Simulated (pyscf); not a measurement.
## F–TiH(Cl)–Cl, singlet

Gas-phase minimum from PySCF at ωB97X-D3(BJ)/def2-SVP, one conformer. 

```
Ti
F 1 1.7176
H 1 1.6447 2 104.89
Cl 1 2.1561 3 103.00 2 119.48
Cl 1 2.1566 3 102.99 2 -119.72
```
Charge 0, spin multiplicity 1.

Properties at ωB97X-D3(BJ)/def2-SVP:

```json
{
  "harmonic_wavenumbers_unscaled": "116, 148, 169, 440, 465, 569, 595, 842, 1866 cm⁻¹",
  "zero_point_energy": "7.4 kcal/mol",
  "rotational_symmetry_number": "1",
  "Entropy of this conformer at 298 K and 1 atm, rigid rotor and harmonic oscillator, modes under 100 cm⁻¹ raised to 100": "332.4 J/(mol K)",
  "dipole_moment": "0.16 D"
}
```

Single-point totals, which compare only within one level (frozen core for MP2 and CC):

| level | total energy (hartree) |
|---|---|
| ωB97X-D3(BJ)/def2-TZVP | -1870.56472 |
| PBE/def2-TZVP | -1869.89764 |
| r²SCAN/def2-TZVP | -1870.45710 |
| B3LYP-D3(BJ)/def2-TZVP | -1870.63359 |
| PBE0-D3(BJ)/def2-TZVP | -1869.97414 |
| M06-2X/def2-TZVP | -1870.45290 |
| ωB97M-D3(BJ)/def2-TZVP | -1870.71272 |
| HF/def2-TZVPP | -1867.67683 |
| MP2/def2-TZVPP | -1868.73834 |
| CCSD/def2-TZVPP | -1868.76591 |
| CCSD(T)/def2-TZVPP | -1868.82190 |

The CCSD(T) − MP2 part came from Ansatz, without density fitting, on the same reference. The frozen core leaves the outer d or s,p core shells of the metals and heavy elements correlated in the MP2 and CC values, and def2-TZVPP describes them poorly, so these totals are far from the basis limit.
